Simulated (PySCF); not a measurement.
## Deuteron quadrupole couplings in `N#C[C@@H]1CO[C@@H](F)[C@H](F)O1`

Compound: C5H5F2NO2.
Structure used (GFN2-xTB), in Å, numbered top down from 1:
```xyz
15
C5H5F2NO2 angstrom
N     -1.1122   -2.3837   -1.5705
C     -1.1208   -1.5843   -0.7565
C     -1.1388   -0.5524    0.2714
C     -1.0717    0.8420   -0.3666
O      0.1876    1.0247   -1.0000
C      1.2452    0.8603   -0.1498
F      1.3245    1.9346    0.7210
C      1.1759   -0.4128    0.7175
F      1.6488   -1.4556   -0.0522
O     -0.0687   -0.7020    1.2102
H     -2.0513   -0.6646    0.8683
H     -1.2167    1.6053    0.4087
H     -1.8184    0.9573   -1.1528
H      2.1627    0.8625   -0.7497
H      1.8496   -0.3232    1.5791
```

Level: PBE0/pcSseg-1 (PySCF, non-relativistic); Q(2H) = 0.00286 b; rigid geometry, the same for H and D, with no vibrational averaging.

Task: Rank these positions by the coupling χzz of a deuteron there, largest first.
A. H15 (methine hydrogen)
B. H12 (methylene hydrogen)
C. H13 (methylene hydrogen)

Result: C (197 kHz), B (188 kHz), A (183 kHz).

Task: What are Vzz, η and χzz (234.96 MHz × Q × Vzz) at all hydrogens?

Result: 
```tsv
atom	bonded to	bond length (Å)	Vzz (au)	η	χzz (kHz)
H11	C3	1.096	0.2816	0.04	189
H12	C4	1.098	0.2801	0.06	188
H13	C4	1.090	0.2936	0.05	197
H14	C6	1.096	0.2743	0.02	184
H15	C8	1.097	0.2726	0.02	183
```

Isolated species at its GFN2-xTB geometry (one conformer only). GFN2-xTB bond lengths can be off by several hundredths of an ångström, more for odd bonds, and the gradients follow them. A larger basis could move these couplings by a tenth or more.

These values come from a run that also computed NMR shieldings. Hardware: one thread of an Arm Neoverse V2 (shared host). Cost: 31 s wall.
